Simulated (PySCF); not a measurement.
Si(Cl)(H)(SMe)2 (C₂H₇ClS₂Si), SMILES CS[SiH](Cl)SC.

Geometry optimised at PBE-D3(BJ)/def2-SVP. Other conformers were not sampled.

Two levels are set side by side: TDA-PBE/def2-SVPD (PySCF) and TDA-LC-ωPBE/def2-SVPD (PySCF). Vertical, same geometry. The lowest singlet is HOMO→LUMO 99 % with PBE and HOMO→LUMO 51 %, HOMO→LUMO+1 13 % with the other functional; states are paired by order. Differences are taken from unrounded values.

```
quantity                              TDA-LC-ωPBE
------------------------------------  -----------
lowest singlet excitation (eV)               5.86
lowest triplet excitation (TDA) (eV)         5.37
```

Problem. What does TDA-PBE give, and how far is it from TDA-LC-ωPBE? (Estimate from the structure and the level; the computed values follow.)

Solution. 
```csv
quantity,TDA-PBE,TDA-PBE minus TDA-LC-ωPBE
lowest singlet excitation (eV),4.84,-1.02
lowest triplet excitation (TDA) (eV),4.65,-0.72
```

Functionals without exact exchange tend to place singlet excitations lower, as here. Differences between two approximate levels are no errors against the true value.

Rough cost on one machine, each run with all the roots and properties that it gave: TDA-LC-ωPBE against TDA-PBE about 3 times.
